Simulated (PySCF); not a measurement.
Here is a job for PySCF.
```python
from pyscf import gto, scf, dft

mol = gto.M(
    atom='''
B     0.02149908   -0.02457271   -0.04758981
Br   -1.60547699   -1.16290569   -0.12149488
Br    0.00960370    3.56237469   -1.75841627
Br    1.58685430   -0.60248491    1.03129646
''',
    basis='cc-pvdz',
    charge=-1,
    spin=1,
    verbose=4,
)

mf = dft.UKS(mol)
mf.xc = 'tpss'
mf = mf.density_fit(auxbasis='def2-universal-jkfit')
mf.kernel()
mf.analyze()
```

Task: What does this run give for the <S^2>, nuclear repulsion energy, HOMO energy, number of basis functions, total energy?

Result: 
```
Property                          Result
-------------------------  -------------
<S^2>                              0.757
nuclear repulsion energy     551.6610 Eh
HOMO energy                     -0.13 eV
number of basis functions             95
total energy               -7747.0387 Eh
```

These values belong to the state on which the SCF converged, which isn't shown to be the lowest.
